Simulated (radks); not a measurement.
Spherical quantum dot in the effective-mass picture: electrons in a parabolic well V = omega^2 r^2 / 2 with omega = 0.871, all in effective atomic units (hartree* = m*/eps^2 hartree, bohr* = eps/m* bohr), one dielectric constant everywhere. Calculated with a radial shooting solver with Libxc functionals: non-relativistic Kohn-Sham, exchange-only LDA, spin-polarised, spherical densities. Levels are named by radial order and angular momentum (1s, 1p, 1d, 2s, ...), and open shells are averaged over m. Results are scaled to m* = 0.042 and eps = 10.4, for which hartree* = 10.57 meV and bohr* = 13.1 nm.

N = 10, configuration 1s2 1p6 1d(up 2, down 0). This is the lowest configuration that the search found. Occupied and some empty levels:

| level | occupation | eigenvalue (meV) | <r> (nm) |
|---|---|---|---|
| 1s up | 1 | 62.389 | 21.24 |
| 1s down | 1 | 62.810 | 20.89 |
| 1p up | 3 | 67.580 | 26.53 |
| 1p down | 3 | 68.166 | 26.36 |
| 1d up | 2 | 73.470 | 30.40 |
| 1d down | 0 | 74.127 | 30.35 |
| 2s up | 0 | 74.804 | 26.76 |
| 2s down | 0 | 75.242 | 26.91 |
| 1f up | 0 | 79.915 | 33.58 |
| 1f down | 0 | 80.587 | 33.62 |
| 2p up | 0 | 81.686 | 30.56 |
| 2p down | 0 | 82.137 | 30.63 |

Energy (meV): total 453.989, kinetic 75.906, external 176.63, Hartree 237.35, exchange-correlation -35.903.
